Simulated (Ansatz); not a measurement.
CH3FSSi (`F[SiH2]C=S`) at its PBE0-D4/def2-TZVP geometry, where that method's forces vanish. Charge 0, multiplicity 1.

```xyz
7

F     0.5516   -0.2799   -1.9527
Si    0.6762   -0.0722   -0.3699
C    -1.0204    0.0882    0.4043
S    -1.0452    0.3066    2.0005
H     1.3545   -1.2554    0.2030
H     1.4361    1.1724   -0.1217
H    -1.9528    0.0404   -0.1635
```

Question: What forces (eV/Å) does ωB97M-V/def2-TZVPP give on these atoms in Ansatz 0.2.0? (An estimate is asked.)

Answer: Ansatz gave: 
```
F1  -0.032 -0.014 -0.110
Si2  0.217  0.025  0.242
C3  -0.091  0.007  0.027
S4  -0.008 -0.019 -0.136
H5  -0.083  0.146 -0.073
H6  -0.093 -0.154 -0.033
H7   0.090  0.009  0.083
```
